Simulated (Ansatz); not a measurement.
TiF3, relaxed as a doublet with UKS PBE-D4/def2-TZVP in Ansatz, starting from the GFN2-xTB geometry. Force threshold 0.02 eV/Å.

The relaxation made no stability test and no search for a lower SCF solution. No other spin state of charge 0 was run.

Start:

```xyz
4

Ti    0.000    0.000    0.000
F     0.248   -1.581    0.552
F    -0.822    1.117    0.971
F     0.574    0.465   -1.523
```

| step | energy (eV) | largest force component (eV/Å) | SCF passes |
| --- | --- | --- | --- |
| 1 | -31261.5162 | 3.054 | 16 |
| 2 | -31261.8149 | 1.169 | 20 |
| 3 | -31261.8770 | 0.129 | 20 |
| 4 | -31261.8779 | 0.003 | 22 |

Force components are those of the run's own axes.

End:

| atom | x (Å) | y (Å) | z (Å) |
| --- | --- | --- | --- |
| Ti1 | -0.001 | 0.000 | 0.000 |
| F2 | 0.260 | -1.661 | 0.580 |
| F3 | -0.863 | 1.173 | 1.020 |
| F4 | 0.604 | 0.488 | -1.600 |

By distances, no bond broke or formed. The bond that changes most is Ti1–F4, from 1.69 to 1.78 Å (atoms count from 1).

No frequencies were taken in this run, so the end may be a saddle point.

Run time 4.3 s (4 threads of Arm Neoverse V1 on a shared host).
